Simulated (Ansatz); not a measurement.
Basis-set extrapolation for F₄H₂O₂SSi₂ (`O[Si](F)(F)S[Si](O)(F)F`) (PBE0-D4/def2-TZVP geometry, frozen core, Ansatz 0.2.0). Multiplicity 1, RHF reference.

```tsv
	def2-TZVPP	def2-QZVPP
HF	-1524.813648	-1524.870922
MP2 correlation	-1.861992	-2.035396
CCSD(T) correlation	-1.944136	not run
```

Energies in hartree. Use E(X) = E(∞) + A·exp(−7.88·√X) for Hartree–Fock and E(X) = E(∞) + B·X^(−2.97) for correlation, with X = 3 and 4, and add CCSD(T) minus MP2 of the smaller set to the MP2 limit.

**Question.** What is the CCSD(T) energy at the basis-set limit?

**Answer.** HF limit: -1524.870922 + (-0.057274) × 0.13774 = -1524.87881. MP2 limit: -2.035396 + (-0.173404) × 0.74074 = -2.16384. Higher-order term: -1.944136 − (-1.861992) = -0.08214. Total: -1527.12479 hartree, 963.6 kJ/mol below CCSD(T)/def2-TZVPP.
